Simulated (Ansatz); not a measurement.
Stretching the H–H spacing in H8 chain (multiplicity 1 held). Energies count from the point at 0.900 Å.
Geometry at that point (charge 0, multiplicity 1):
```xyz
8

H      0.000     0.000     0.000
H      0.000     0.000     0.900
H      0.000     0.000     1.800
H      0.000     0.000     2.700
H      0.000     0.000     3.600
H      0.000     0.000     4.500
H      0.000     0.000     5.400
H      0.000     0.000     6.300
```

Signs of static correlation in cc-pVDZ, with CASSCF(8,8), from Ansatz (an electronic-structure program) runs.

```tsv
R (Å)	⟨S²⟩ of UHF	weight of the CASSCF reference in MRCISD	CASSCF natural occupations
0.700	0.000	0.969	1.99 1.99 1.98 1.95 0.06 0.02 0.01 0.00
0.800	0.000	0.969	1.99 1.98 1.97 1.93 0.08 0.03 0.01 0.01
0.900	0.000	0.970	1.98 1.98 1.96 1.91 0.10 0.04 0.02 0.01
1.100	0.770	0.973	1.97 1.95 1.92 1.85 0.17 0.08 0.04 0.03
1.300	[?]	0.978	1.94 1.92 1.87 1.76 0.26 0.13 0.08 0.05
1.500	2.058	0.983	1.89 1.86 1.79 1.64 0.37 0.21 0.14 0.10
1.800	[?]	0.991	1.76 1.72 1.62 1.46 0.56 0.38 0.28 0.22
2.100	3.525	0.996	1.60 1.54 1.44 1.30 0.71 0.56 0.45 0.39
2.500	3.846	0.999	1.38 1.33 1.26 1.16 0.84 0.74 0.67 0.62
3.000	3.964	1.000	1.19 1.16 1.12 1.07 0.93 0.88 0.84 0.81
3.600	3.994	1.000	1.08 1.07 1.05 1.03 0.97 0.95 0.93 0.92
```

Some entries are withheld; supply them.


- 1.300, ⟨S²⟩ of UHF: 1.396
- 1.800, ⟨S²⟩ of UHF: 2.967

Doubts at one or more of the structures used: a restricted determinant that unrestricted orbitals would lower (R-CCSD(T)/cc-pVDZ); T1 above 0.05 (R-CCSD(T)/cc-pVDZ, U-CCSD(T)/cc-pVDZ); other coupled-cluster roots lie near (R-CCSD(T)/cc-pVDZ); a spin-contaminated determinant (U-CCSD(T)/cc-pVDZ); the program's own flag: large difference (U-CCSD(T)/cc-pVDZ).
